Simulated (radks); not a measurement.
Values are calculated unless marked as measured or tabulated.
All-electron atom: the gallium ion Ga2+ in [Ne] 3s2 3p4 3d10 4s1 4d2 (not the ground configuration). Level of theory: Dirac Kohn-Sham, BP86, spin-unpolarised, spherical densities, finite nucleus; open shells fill j = l - 1/2 first; Fermi nuclear charge, rms radius 3.9973 fm (a radial shooting solver on a logarithmic mesh with Libxc functionals).

Unscreened Slater integrals over Kohn-Sham orbitals (cm^-1). Large and small components are both included. Empty in this configuration: 4p1/2.

integral          value
F0(4d3/2,4d3/2)   64404
F2(4d3/2,4d3/2)   33581
F0(4d3/2,4s1/2)   77168
G2(4d3/2,4s1/2)   25866
F0(4d3/2,3d5/2)   86079
F2(4d3/2,3d5/2)   13283
G2(4d3/2,3d5/2)  5049.8
G4(4d3/2,3d5/2)  3671.0
F0(4d3/2,3d3/2)   86116
F2(4d3/2,3d3/2)   13227
G0(4d3/2,3d3/2)  4974.7
G2(4d3/2,3d3/2)  5057.8
F0(4d3/2,4p1/2)   74585
G1(4d3/2,4p1/2)   40551
F0(4s1/2,4s1/2)  108160
F0(4s1/2,3d5/2)  136670
G2(4s1/2,3d5/2)   13664
F0(4s1/2,3d3/2)  136760
G2(4s1/2,3d3/2)   13533
F0(4s1/2,4p1/2)  100370
G1(4s1/2,4p1/2)   67443
F0(3d5/2,3d5/2)  280540
F2(3d5/2,3d5/2)  133060
F4(3d5/2,3d5/2)   83446
F0(3d5/2,3d3/2)  281280
F2(3d5/2,3d3/2)  133380
G2(3d5/2,3d3/2)  133190
G4(3d5/2,3d3/2)   83528
F0(3d5/2,4p1/2)  121290
G3(3d5/2,4p1/2)  9160.0
F0(3d3/2,3d3/2)  282020
F2(3d3/2,3d3/2)  133710
F0(3d3/2,4p1/2)  121360
G1(3d3/2,4p1/2)   10033
F0(4p1/2,4p1/2)   94236
